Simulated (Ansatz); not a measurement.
Species: bromo-bis(ethenyl)borane, C4H6BBr (charge 0, singlet). 
Geometry from a B3LYP-D3(BJ)/def2-TZVP (Ansatz, a program for electronic structure) optimisation:
SMILES: C=CB(Br)C=C
```xyz
12

C     -2.4730    -1.1262     0.2971
C     -1.2198    -1.5917     0.2899
B      0.0589    -0.7524     0.1007
Br    -0.0920     1.1754    -0.1573
C      1.4545    -1.4062     0.1114
C      2.6217    -0.7728    -0.0429
H     -2.6813    -0.0712     0.1630
H     -3.3293    -1.7765     0.4360
H     -1.0858    -2.6632     0.4304
H      1.4889    -2.4846     0.2586
H      3.5700    -1.2980    -0.0244
H      2.6634     0.2995    -0.1936
```

Computed values are from Ansatz. Cores are frozen in the correlated levels unless marked. Open shells are spin-unrestricted. Spin-orbit coupling is left out. The frozen core is the preceding noble-gas configuration, with the filled d and f shells of earlier blocks. No relativistic terms. CBS(X,Y): correlation extrapolated as X^-3; Hartree-Fock from the larger set.

The Hartree-Fock reference is unstable (checked in the largest basis), which strains HF and MP2. 

Task: What is the dipole moment at CCSD(T)/aug-cc-pVDZ?

Result: 1.55 D.

Task: What is the atomisation energy De at CCSD(T)/CBS(cc-pVTZ,cc-pVQZ)?

Result: 4985.1 kJ/mol.

Task: What is the total energy at CCSD(T)/CBS(cc-pVTZ,cc-pVQZ)?

Result: -2753.2924 Eh.

Task: What is the T1 diagnostic at CCSD/cc-pVQZ?

Result: 0.012.
